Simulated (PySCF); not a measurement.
Gas-phase reaction: 3 GeF₄ + GeH₂ ⇌ 4 GeF₃ + 2 H

Energies from PySCF (xtb for GFN2), thermal terms from the rigid-rotor harmonic-oscillator model, ideal gas at 1 bar. † marks an energy on the PBE0/def2-TZVP geometry and frequencies; other levels use their own. CCSD(T) freezes the core. Open shells (unrestricted): GeF₃ (multiplicity 2), H (multiplicity 2); the rest are closed-shell singlets. GFN2 has no spin-polarisation term. Ge: all electrons, no relativistic terms. GeH₂, GeF₃: computed as isolated molecules; such fragments, hydroxides, amides, oligomers or adducts are transient or little studied in the gas. CCSD(T) isn't extrapolated to the basis-set limit; its ΔH°(298 K) is 821.8 kJ in def2-SVP and 834.7 kJ in def2-TZVPP. The harmonic model lacks anharmonicity and excited electronic states, which grow with temperature; levels with a mode under 35 cm⁻¹ are left out.

| level | ΔE electronic, kJ | ΔH°(298 K), kJ | ΔS°(298 K), J/K | ΔG°(1400 K), kJ |
|---|---|---|---|---|
| BLYP/def2-TZVP† | 715 | 686 | 299 | 253 |
| CCSD(T)/def2-TZVPP† | 864 | 835 | 299 | 401 |
| GFN2-xTB | 551 | 521 | 351 | 8 |
| HF/def2-TZVP† | 658 | 629 | 299 | 195 |
| PBE/def2-TZVP† | 716 | 687 | 299 | 253 |
ΔH° is lowest at GFN2-xTB and highest at CCSD(T)/def2-TZVPP†. No reference value is set beside these.
